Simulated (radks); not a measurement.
Valence configurations of Ag II (all share [Kr]). All-electron calculation, Dirac Kohn-Sham, PBE, spin-unpolarised, spherical densities, finite nucleus; open shells fill j = l - 1/2 first; Fermi nuclear charge, rms radius 4.5454 fm. Program: a radial shooting solver on a logarithmic mesh with Libxc functionals. Energies are relative to 4d10; eigenvalues in eV.

valence          E (eV)  e(4d3/2)  e(4d5/2)  e(5p1/2)  e(5s1/2)
4d10              0.000   -15.981   -15.415         -         -
4d9.5 5s0.5       2.314   -17.751   -17.165         -   -12.022
4d9.5 5p0.5       4.833   -18.460   -17.872    -7.411         -
4d9 5s1           5.154   -19.585   -18.981         -   -12.757
4d8.5 5s1 5p0.5  11.308   -22.149   -21.522    -8.362   -13.922
4d8 5s2          12.519   -23.414   -22.770         -   -14.230
4d8.5 5p1.5      16.940   -23.435   -22.804    -9.028         -
4d8 5p2          24.255   -25.929   -25.276    -9.789         -
4d7 5s2 5p1      28.572   -28.637   -27.949   -10.095   -16.435
4d6.5 5s2 5p1.5  37.956   -31.234   -30.523   -10.840   -17.472

NIST lists [Kr] 4d10 as the ground configuration; this level of theory agrees among the configurations tried. The energies are those of spherical spin-averaged densities, not of single terms.
